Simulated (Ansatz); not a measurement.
GeO, SMILES `[O+]#[Ge-]`. Charge 0, multiplicity 1. Geometry: relaxed with PBE0-D4/def2-TZVP.

```xyz
2

O    -0.003    0.570   -0.577
Ge    0.003   -0.570    0.577
```

(1) What is the dipole moment at PBE/def2-TZVPP? (Best estimate.)

(2) And with r2SCAN, B3LYP, ωB97M-V? (Estimate.)

(3) Give the Mulliken charges with PBE, r2SCAN, B3LYP in def2-TZVPP. (An estimate is asked.)

Results:

(1) The calculation gave: 3.03 D, with components (0.01, -2.13, 2.15) D in this frame, pointing from negative to positive charge.

(2) Ansatz gave: r2SCAN 3.13 D, B3LYP 3.38 D, ωB97M-V 3.52 D.

(3) The calculation gave: 
| atom | PBE | r2SCAN | B3LYP |
| --- | --- | --- | --- |
| O1 | -0.41 | -0.47 | -0.47 |
| Ge2 | 0.41 | 0.47 | 0.47 |

B3LYP here is the variant with VWN-RPA as its local correlation; programs differ in this.
